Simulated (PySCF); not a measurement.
Si(H)(Me)2(SeH) (C2H8SeSi), SMILES [SeH][SiH](C)C.

Geometry: r2SCAN-D4/def2-SVP. One conformer was computed; it need not be the lowest.

Two levels are set side by side: PBE/def2-TZVP (PySCF) and r2SCAN/def2-TZVP (PySCF). Same geometry, gas phase. Differences are taken from unrounded values.

```tsv
quantity	r2SCAN
orbital gap (eV)	5.65
highest occupied level (eV)	-5.91
lowest empty level (eV)	-0.26
dipole moment (D)	2.01
mean polarisability (bohr³)	78.5
```

### Question
What does PBE give, and how far is it from r2SCAN? (Estimate from the structure and the level; the computed values follow.)

### Answer

| quantity | PBE | PBE minus r2SCAN |
|---|---|---|
| orbital gap (eV) | 5.06 | -0.59 |
| highest occupied level (eV) | -5.64 | 0.27 |
| lowest empty level (eV) | -0.58 | -0.32 |
| dipole moment (D) | 1.90 | -0.11 |
| mean polarisability (bohr³) | 80.7 | 2.2 |

Rough cost on one machine, each run with all the roots and properties that it gave: r2SCAN against PBE about 3 times.
